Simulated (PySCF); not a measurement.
## [Eu(H2O)4]2+: from a saddle point downhill

PySCF 2.14.0, RKS PBE0, Eu lcecp-0-SVP with ECP53, O def2-SVP, H def2-SVP; non-relativistic Hamiltonian with scalar-relativistic core potentials where named; density fitting; no spin-orbit coupling. Relaxed within the symmetry of its start, the geometry (D2d) is

```xyz
13

Eu    0.0000    0.0000    0.0000
O     1.4415    1.4563    1.4563
H     1.8044    1.2541    2.3342
H     1.8044    2.3342    1.2541
O    -1.4415   -1.4563    1.4563
H    -1.8044   -1.2541    2.3342
H    -1.8044   -2.3342    1.2541
O     1.4415   -1.4563   -1.4563
H     1.8044   -2.3342   -1.2541
H     1.8044   -1.2541   -2.3342
O    -1.4415    1.4563   -1.4563
H    -1.8044    2.3342   -1.2541
H    -1.8044    1.2541   -2.3342
```

and its lowest harmonic modes are -112, -33, -33, -28, -9, 30 cm⁻¹ (negative: unstable). It was moved along the lowest mode and relaxed again, within the group S4 that the move left.

(1) Where does it end, and how much lower?

(2) How do the contacts change?

(3) Is the end a minimum?

An lcecp potential fixes the number of 4f electrons, so in runs with it no electron can move into or out of that shell.

State: singlet in the valence, with the 4f electrons in the core potential.

## Answers

(1) In S4, 0.030 eV lower, after 18 steps:
```xyz
13

Eu    0.0000    0.0000    0.0000
O     1.5083    1.4511    1.3907
H     2.3053    1.1911    1.8816
H     1.4377    2.4068    1.5518
O    -1.5083   -1.3907    1.4511
H    -1.4383   -1.5514    2.4066
H    -2.3047   -1.8821    1.1913
O     1.5083   -1.4511   -1.3907
H     1.4377   -2.4068   -1.5518
H     2.3053   -1.1911   -1.8816
O    -1.5083    1.3907   -1.4511
H    -2.3047    1.8821   -1.1913
H    -1.4383    1.5514   -2.4066
```

(2) 
```json
{"contact": "Eu1–O2 (H2O)", "saddle (Å)": "2.514", "end (Å)": "2.513"}
{"contact": "Eu1–O5 (H2O)", "saddle (Å)": "2.514", "end (Å)": "2.513"}
{"contact": "Eu1–O8 (H2O)", "saddle (Å)": "2.514", "end (Å)": "2.513"}
{"contact": "Eu1–O11 (H2O)", "saddle (Å)": "2.514", "end (Å)": "2.513"}
```


(3) Yes, as far as the noise of the softest modes lets one tell (those above −25 cm⁻¹ count as noise); lowest modes 17, 24, 27, 34, 38, 77 cm⁻¹.
